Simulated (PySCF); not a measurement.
B2H4, SMILES BB.

Geometry optimised at B3LYP-D3(BJ)/def2-TZVP.

All values below come from CAM-B3LYP/def2-TZVPD in PySCF.

Symmetry labels are those of the subgroup D2 that the program uses (full group D2d).

Computed valence orbital energies around the gap with their symmetry:
```tsv
orbital	symmetry	energy (eV)
HOMO−6	A	-185.49
HOMO−5	B1	-185.47
HOMO−4	A	-16.96
HOMO−3	B1	-14.46
HOMO−2	B2	-11.43
HOMO−1	B3	-11.43
HOMO	A	-10.12
LUMO	B2	-0.56
LUMO+1	B3	-0.56
LUMO+2	A	0.77
LUMO+3	B1	1.17
```
